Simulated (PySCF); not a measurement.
BrCl2FSi. Atoms are numbered in the order given.

```xyz
5

F     -0.6733    -1.8785     0.0000
Si    -0.4662    -0.2859     0.0000
Cl    -1.3447     0.4697    -1.6610
Cl    -1.3447     0.4697     1.6610
Br     1.6659     0.1411     0.0000
```
Charge 0, spin multiplicity 1.

The structure is a stationary point at ωB97X-D3(BJ)/def2-SVP.

The numbers are results of ωB97X-D3(BJ)/def2-SVP (PySCF), not measurements.

Frequencies are harmonic and unscaled.

```
mode  ν (cm⁻¹)  IR (km/mol)  moving atoms (share of kinetic energy)
----  --------  -----------  --------------------------------------
1          137          0.3                Cl 60 %, Br 21 %, F 13 %
2          148          0.4                Cl 63 %, F 18 %, Br 17 %
3          215          5.1        Cl 48 %, Si 24 %, F 18 %, Br 9 %
4          239         12.5                F 55 %, Br 26 %, Cl 14 %
5          266         16.2                F 52 %, Cl 37 %, Si 10 %
6          418         23.7       Cl 44 %, Si 24 %, Br 16 %, F 16 %
7          610        239.5                        Si 70 %, Cl 24 %
8          663        226.7                        Si 68 %, Cl 32 %
9          948        142.2                         F 55 %, Si 45 %
```
